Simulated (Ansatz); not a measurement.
Basis-set extrapolation for CH₅BOSi, SMILES `O[SiH]1BC1` (PBE0-D4/def2-TZVP geometry, frozen core, Ansatz 0.2.0). Multiplicity 1, RHF reference.

```tsv
	def2-TZVPP	def2-QZVPP
HF	-429.289961	-429.305736
MP2 correlation	-0.633293	-0.678980
CCSD(T) correlation	-0.694384	not run
```

Energies in hartree. Use E(X) = E(∞) + A·exp(−7.88·√X) for Hartree–Fock and E(X) = E(∞) + B·X^(−2.97) for correlation, with X = 3 and 4, and add CCSD(T) minus MP2 of the smaller set to the MP2 limit.

Problem. What is the CCSD(T) energy at the basis-set limit?

Solution. HF limit: -429.305736 + (-0.015775) × 0.13774 = -429.30791. MP2 limit: -0.678980 + (-0.045687) × 0.74074 = -0.71282. Higher-order term: -0.694384 − (-0.633293) = -0.06109. Total: -430.08182 hartree, 255.9 kJ/mol below CCSD(T)/def2-TZVPP.
